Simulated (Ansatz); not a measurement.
`O[SiH2]C(O)Br`, relaxed with RKS PBE-D4/def2-SVP in Ansatz from a rough embedded geometry. The force threshold is 0.03 eV/Å; the program also tests the step.

Charge 0, multiplicity 1.

Start:

```xyz
10

O     0.695   -1.293   -1.270
Si    0.289   -0.950    0.295
C    -0.447    0.743    0.507
O    -1.716    1.100   -0.216
Br    0.874    2.076    0.014
H     1.585   -0.827   -1.559
H    -0.685   -1.992    0.725
H     1.475   -1.044    1.162
H    -0.701    0.976    1.523
H    -1.369    1.212   -1.182
```

| step | energy (eV) | largest force (eV/Å) | largest move (Å) |
| --- | --- | --- | --- |
| 1 | -83101.6347 | 2.956 | 0.000 |
| 2 | -83102.0460 | 1.886 | 0.195 |
| 3 | -83102.2166 | 0.725 | 0.194 |
| 4 | -83102.2653 | 0.310 | 0.192 |
| 5 | -83102.2950 | 0.331 | 0.132 |
| 6 | -83102.3071 | 0.135 | 0.069 |
| 7 | -83102.3140 | 0.117 | 0.103 |
| 8 | -83102.3164 | 0.120 | 0.033 |
| 9 | -83102.3176 | 0.067 | 0.029 |
| 10 | -83102.3178 | 0.025 | 0.016 |

End:

```xyz
10

O     0.526   -1.032   -1.292
Si    0.277   -0.954    0.379
C    -0.479    0.798    0.535
O    -1.468    1.008   -0.381
Br    1.222    1.966    0.107
H     1.180   -0.355   -1.568
H    -0.751   -2.008    0.664
H     1.500   -1.132    1.228
H    -0.782    1.211    1.515
H    -1.224    0.498   -1.188
```

Run time 14 s (4 threads of an Arm Neoverse V2 on a shared host); peak host memory 0.17 GiB.
